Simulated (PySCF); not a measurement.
A structure optimised at PBE-D3(BJ)/def2-SVP, used in a PySCF frequency run:

```
C
H 1 1.1093
H 1 1.1108 2 106.81
C 1 1.5325 2 111.26 3 -121.41
H 4 1.1123 1 109.67 2 -58.69
H 4 1.1138 5 105.41 1 -116.99
C 4 1.5295 5 109.40 6 -117.06
H 7 1.1085 4 111.67 5 59.14
H 7 1.1103 8 107.66 4 -122.46
H 7 1.1113 8 107.24 9 -114.96
Sn 1 2.1894 2 105.89 3 113.43
H 11 1.7315 1 112.16 2 -156.32
H 11 1.7319 12 108.22 10 -169.85
H 11 1.7331 12 108.54 13 -117.97
```
Charge 0, spin multiplicity 1.

Task: Write its SMILES and formula.

Result: CC[CH2][SnH3], C3H10Sn

Task: What are its rotational constants (standard atomic weights)?

Result: 9.0267, 1.7062, 1.5468 GHz
